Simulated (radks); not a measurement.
Yb4+, configuration [Xe] 4f12 (the NIST ground configuration). All-electron calculation, scalar-relativistic Kohn-Sham, BLYP, spin-unpolarised, spherical densities, finite nucleus; Fermi nuclear charge, rms radius 5.3108 fm. Program: a radial shooting solver on a logarithmic mesh with Libxc functionals. Some entries of the table are withheld. Estimate them.

orbital,occ.,eigenvalue (eV),r(max) (bohr)
1s,2,-61288.84,0.01237
2s,2,-10431.24,(1)
2p,6,-9201.882,0.05755
3s,2,-2395.765,0.1995
3p,6,-2025.088,0.1966
3d,10,-1573.175,0.1603
4s,2,-516.4985,0.4548
4p,6,-394.5025,0.4757
4d,10,-233.7829,0.4898
5s,2,(2),1.050
5p,6,-73.4377,1.187
4f,12,(3),0.4762

Answer. 
(1) 2s r(max) (bohr): 0.07059
(2) 5s eigenvalue (eV): -103.3384
(3) 4f eigenvalue (eV): -56.9540
